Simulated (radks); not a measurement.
Values are calculated unless marked as measured or tabulated.
The ytterbium ion Yb+ inside a hard spherical wall (all orbitals vanish at R), configuration held at [Xe] 4f14 6s1 and not refilled when levels cross. Level of theory: scalar-relativistic Kohn-Sham, PBE, spin-polarised, spherical densities, point nucleus; open shells are filled with parallel spins first (spin-orbit coupling, left out, can overturn this in heavy ions) (a radial shooting solver on a logarithmic mesh with Libxc functionals). Eigenvalues in eV for spin up, with the zero of energy where the potential of the charges vanishes at infinity; a dash marks a level that is unbound or too diffuse for the functional's potential to be trusted. A positive occupied level is held by the wall or, in an anion where self-interaction has pushed it up, behind a barrier. The pressure on the wall is -dE/dV.

R (bohr)  E (hartree)  kinetic (hartree)    e(5s)    e(5p)   e(4f)   e(6s)  e(5d, empty)  e(6p, empty)  pressure (GPa)
free      -14059.5719          15323.897  -61.735  -34.257  -9.727  -9.627        -6.719        -5.816               0
20        -14059.5719          15323.897  -61.735  -34.257  -9.727  -9.627        -6.719        -5.816        < 0.0001
15        -14059.5719          15323.897  -61.735  -34.257  -9.727  -9.627        -6.719        -5.816        < 0.0001
12        -14059.5719          15323.897  -61.734  -34.256  -9.726  -9.626        -6.718        -5.807        0.000251
8         -14059.5693          15323.922  -61.618  -34.143  -9.612  -9.500        -6.589        -5.363           0.118
6         -14059.5432          15324.079  -61.054  -33.604  -9.046  -8.550        -5.892        -3.280            2.18
4         -14059.2445          15325.401  -58.373  -31.100  -6.092  -0.340        -1.657         9.922            64.9
3         -14058.0532          15330.582  -52.251  -24.810   1.355  23.472         8.888        41.673             694
